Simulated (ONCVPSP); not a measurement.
## Cutoff test, calcium, ONCV

* Element: Ca (Z = 20)
* Generator: ONCVPSP 4.0.1
* Type: optimised norm-conserving Vanderbilt (ONCV)
* Functional: Wu-Cohen
* Relativity: scalar-relativistic
* Frozen core: [Ne]
* Valence charge: 10
* Reference configuration: 3s2 3p6 (charge +2)
* Partial waves: 3s: rc 1.70 bohr, ncon 4, nbas 9, qcut 6.1 1/bohr, local; 3p: rc 1.85 bohr, ncon 5, nbas 10, qcut 5.8 1/bohr, 3 projectors, debl 1.6 Ha; d scattering state at 0.17 Ha: rc 1.85 bohr, ncon 5, nbas 10, qcut 5.5 1/bohr, 3 projectors, debl 1.3 Ha
* Local potential: the s channel
* Core correction: Teter function, fcfact 4, rcfact 1.65

In the d channel the program set the typed energies aside and used -0.585, 0.715, 2.015 Ha.

Problem. For each optimised wave give the share of its norm inside rc, the residual kinetic energy above qcut (Ha) and the cutoffs (Ha) for errors of 10, 1, 0.1 and 0.01 mHa per electron.

Solution.

```csv
wave,norm inside rc,residual KE,10 mHa,1 mHa,0.1 mHa,0.01 mHa
3s,0.895,3.4e-05,8.9,13.6,16.9,51.4
3p,0.880,7.8e-05,10.5,13.6,16.8,45.8
p projector 2,0.042,1.6e-05,8.0,11.5,14.6,17.4
p projector 3,0.121,1.8e-04,10.5,14.4,17.5,26.8
d projector 1,0.632,1.3e-02,16.1,90.8,109.6,119.4
d projector 2,0.091,1.6e-02,16.1,30.8,80.3,123.2
d projector 3,0.150,7.2e-02,19.8,57.0,154.7,170.3
```

The occupied waves need 14 Ha and 17 Ha for 1 and 0.1 mHa. The cutoffs count occupied waves only; projector 1 of the d channel, the hardest unoccupied one, needs 91 Ha at the loose tolerance. Its largest configuration-test error is +1679 meV.
